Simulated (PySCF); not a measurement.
**Continuum solvent and chemical shifts**

Cartesian coordinates in Å; atom numbers follow the order of the lines, from 1:
```xyz
20

C     3.281   -0.064    0.289
C     1.923   -0.680    0.116
O     1.567   -1.730    0.583
O     1.136    0.103   -0.637
C    -0.199   -0.345   -0.855
C    -1.137    0.070    0.270
C    -1.159    1.582    0.451
C    -2.528   -0.494    0.010
H     3.187    0.890    0.828
H     3.927   -0.747    0.851
H     3.721    0.160   -0.693
H    -0.198   -1.440   -0.966
H    -0.508    0.115   -1.806
H    -0.746   -0.394    1.193
H    -0.145    1.981    0.600
H    -1.771    1.869    1.320
H    -1.587    2.077   -0.437
H    -2.950   -0.093   -0.927
H    -2.512   -1.592   -0.070
H    -3.219   -0.228    0.823
```

GIAO PBE0/pcSseg-1 in PySCF 2.14 on one PBE0-D3(BJ)/def2-SVP conformer, non-relativistic, equivalent nuclei averaged. Solvents enter as an IEF-PCM continuum (benzene with ε = 2.3, chloroform with ε = 4.7) around the gas-phase geometry. Shifts are referred to TMS computed in the same medium.

Gas phase, δ in ppm: C2 173.9, C5 70.8, C6 28.8, C1 22.1, C7/C8 20.0, H12/H13 3.69, H9/H10/H11 1.99, H14 1.74, H15/H16/H17/H18/H19/H20 0.86. Dipole moment 1.76 D.

Question: How does each δ change in the continuum?

Answer: 
```json
{"atoms": "C2", "environment": "ester carbonyl carbon", "Δδ, benzene": "+2.5", "Δδ, chloroform": "+3.8"}
{"atoms": "C5", "environment": "sp3 CH2 bonded to O", "Δδ, benzene": "+1.1", "Δδ, chloroform": "+1.4"}
{"atoms": "C6", "environment": "sp3 CH", "Δδ, benzene": "+0.1", "Δδ, chloroform": "+0.5"}
{"atoms": "C1", "environment": "methyl carbon α to a carbonyl", "Δδ, benzene": "+0.6", "Δδ, chloroform": "+1.0"}
{"atoms": "C7/C8", "environment": "methyl carbon", "Δδ, benzene": "+0.1", "Δδ, chloroform": "+0.2"}
{"atoms": "H12/H13", "environment": "hydrogen on an sp3 CH2 bonded to O", "Δδ, benzene": "+0.02", "Δδ, chloroform": "+0.05"}
{"atoms": "H9/H10/H11", "environment": "hydrogen on a methyl carbon α to a carbonyl", "Δδ, benzene": "+0.09", "Δδ, chloroform": "+0.13"}
{"atoms": "H14", "environment": "hydrogen on an sp3 CH", "Δδ, benzene": "+0.05", "Δδ, chloroform": "+0.01"}
{"atoms": "H15/H16/H17/H18/H19/H20", "environment": "hydrogen on a methyl carbon", "Δδ, benzene": "0.00", "Δδ, chloroform": "+0.01"}
```

Changes are relative to the gas phase. The dipole moment becomes 1.98 D in benzene, 2.14 D in chloroform.

Question: Which of the listed nuclei move most (in ppm), and what does the model miss? (N and O are left out, as their reference compounds move with the solvent too.)

Answer: C2 (ester carbonyl carbon, +3.8 ppm) in chloroform. A continuum only polarises the solute; specific hydrogen bonds, the anisotropy of aromatic solvents and changes of geometry or conformer are outside it.
